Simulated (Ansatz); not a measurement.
```xyz
4

Al    0.0000    0.0000    0.0000
Cl    1.9126    0.0000    0.0000
Cl   -0.9563    1.6564    0.0000
Cl   -0.9563   -1.6564    0.0000
```

Basis set: 6-31G* (spherical functions). Frozen core: 20 orbitals. Charge 0, multiplicity 1.

Computed with Ansatz (development build ahead of 0.2.0); each method stands on the lowest determinant of its kind that the runs found. Restricted open shells among the atoms or ions are ROHF, correlated in semicanonical orbitals with singles.

**Question.** Give the atomization energy at this shape (free ground-state atoms in the same class of orbitals less the molecule, no zero-point energy) of singlet AlCl₃ by RHF-MP2, RHF.

**Answer.**

```json
{"method": "RHF-MP2", "atomization energy": "11.62 eV"}
{"method": "RHF", "atomization energy": "9.51 eV"}
```

Caution: no unrestricted run beside it, a lower state can exist; the shape is not the minimum.
